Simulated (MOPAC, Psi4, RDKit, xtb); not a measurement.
Relaxed torsion scan: SMILES CC(=O)CC#N. Scanned: dihedral O3–C2–C4–C5; all other coordinates were relaxed at GFN2-xTB. Points at φ and −φ are mirror images. Heavy atoms are numbered in the order of the SMILES CC(=O)CC#N, hydrogens after them in the order of the atoms that carry them; the mirror image has the same energies with the sign of each dihedral reversed.

Levels of theory: GFN1-xTB // GFN2-xTB (xtb); AM1, restricted, heats of formation // GFN2-xTB (MOPAC); MMFF94 // GFN2-xTB (RDKit); MP2/cc-pVTZ = Psi4 1.11 with DF-MP2 (frozen core)/cc-pVTZ // GFN2-xTB.

Energies relative to the lowest point of each profile, in kcal/mol; the last columns give the difference from MP2:

| φ / ° | GFN1-xTB | AM1 | MMFF94 | MP2/cc-pVTZ | GFN1-xTB − MP2/cc-pVTZ | AM1 − MP2/cc-pVTZ | MMFF94 − MP2/cc-pVTZ |
|---|---|---|---|---|---|---|---|
| -150 | 0.0 | 0.0 | 0.5 | 0.0 | 0.0 | 0.0 | 0.5 |
| -120 | 0.3 | 0.2 | 0.0 | 0.4 | -0.1 | -0.3 | -0.4 |
| -90 | 1.0 | 0.8 | 0.5 | 1.3 | -0.4 | -0.5 | -0.8 |
| -60 | 1.8 | 1.0 | 1.4 | 2.2 | -0.4 | -1.2 | -0.8 |
| -30 | 2.2 | 0.9 | 1.5 | 1.5 | 0.6 | -0.6 | 0.0 |
| 0 | 2.4 | 0.9 | 1.1 | 1.1 | 1.3 | -0.2 | 0.0 |
| 30 | 2.2 | 0.9 | 1.5 | 1.5 | 0.6 | -0.6 | 0.0 |
| 60 | 1.8 | 1.0 | 1.4 | 2.2 | -0.4 | -1.2 | -0.8 |
| 90 | 1.0 | 0.8 | 0.5 | 1.3 | -0.4 | -0.5 | -0.8 |
| 120 | 0.3 | 0.2 | 0.0 | 0.4 | -0.1 | -0.3 | -0.4 |
| 150 | 0.0 | 0.0 | 0.5 | 0.0 | 0.0 | 0.0 | 0.5 |
| 180 | 0.0 | 0.1 | 1.2 | 0.2 | -0.2 | -0.1 | 1.0 |

GFN1-xTB is furthest from MP2/cc-pVTZ at 0 (1.3 kcal/mol, above); its mean absolute difference over the points is 0.4 kcal/mol.

AM1 is furthest from MP2/cc-pVTZ at -60 (-1.2 kcal/mol, below); its mean absolute difference over the points is 0.4 kcal/mol.

MMFF94 is furthest from MP2/cc-pVTZ at 180 (1.0 kcal/mol, above); its mean absolute difference over the points is 0.5 kcal/mol.
